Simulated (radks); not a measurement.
Task: These are the eigenvalues of the occupied orbitals of an atom or ion with whole-number occupations (hartree). Method: scalar-relativistic Kohn-Sham, PBE, spin-polarised, spherical densities, point nucleus; computed with a radial shooting solver on a logarithmic mesh with Libxc functionals.

1s: -433.2249
2s: -57.12336
2p: -50.39972
3s: -9.46012
3p: -7.37642
3d: -3.94054

Which element is it, and in what charge state? The configuration may be excited. Open shells, if any, are filled with parallel spins first.

Result: Z = 33, arsenic, charge +5: As5+ in [Ar] 3d10. The list shows which subshells hold electrons but not how many an open one holds; the 1s level, -433.22 hartree, gives Z - s = 29.4 by -(Z - s)^2/2, which with screening and relativity narrows Z to a few neighbours, and the depths of the outer levels then fix element, charge and occupations together.
